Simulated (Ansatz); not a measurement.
H$_{3}$Al, triplet, at a GFN2-xTB geometry (such geometries of metal compounds can be far from the true shape) (a higher spin typed on purpose: for a closed-shell molecule this is an excited state); REVPBE/6-31G** run with Ansatz (an electronic-structure program).

The Ansatz input:
Ansatz 0.2 input:
```yaml
crystal:
  periodic: [false, false, false]
  atoms:
    - {symbol: Al, position_ang: [-0.00852086, 0.11601664, 0.09405889]}
    - {symbol: H, position_ang: [0.59235466, -1.44177485, 0.61327871]}
    - {symbol: H, position_ang: [-0.41209475, 1.22776837, -0.98292216]}
    - {symbol: H, position_ang: [-0.06948873, -1.29420984, -0.85312208]}
basis:
  gaussian:
    orbitals: 6-31G__.json
hamiltonian:
  xc: revpbe
magnetization: {spin_polarized: true, initial_magnetization: 2}
```
The basis file holds 6-31G** in the JSON format of the Basis Set Exchange.

Output, abridged:

```
Functional definition: revPBE
374 factors; their error is unknown
mean field evaluation 1: about -6638.4522 eV, gradient 7.9e0 eV
mean field evaluation 2: about -6638.5474 eV, gradient 6.5e0 eV
mean field evaluation 4: about -6639.0793 eV, gradient 3.0e-1 eV
mean field evaluation 8: about -6639.0703 eV, gradient 9.5e-2 eV
mean field evaluation 16: about -6639.0704 eV, gradient 5.5e-5 eV
mean field -6639.07036982 eV, -243.9813359675 hartree, gradient 5.5e-5 eV, S^2 2.003452; 3 other end points of the search recorded, 0 dependent functions left out
reference -6639.07042095 eV, -243.9813378465 hartree; 9, 7 occupied and 25, 27 virtual orbitals, 374 factors
Total energy: -6639.07042095 eV, -243.9813378465 hartree
```
